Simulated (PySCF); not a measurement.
Ga(OH) (GaHO), SMILES [OH][Ga] (connectivity only; charge and spin as stated), neutral, multiplicity 1. Geometry optimised at PBE-D3(BJ)/def2-TZVP. A frequency run showed that this geometry is not a minimum.

PySCF with TDDFT-PBE/def2-TZVPD puts the lowest singlet excitations at 5.38, 5.47, 5.47, 6.01, 6.01, 6.22 eV.

What are the lowest excitation roots from PySCF with ADC(2)/aug-cc-pVDZ? (The exact figures need the calculation; the answer reports its results.)

5.92, 5.92, 6.00, 6.24, 6.56, 6.56 eV. S1 differs by 0.54 eV (second minus first; roots are paired by order, and the bases may differ).
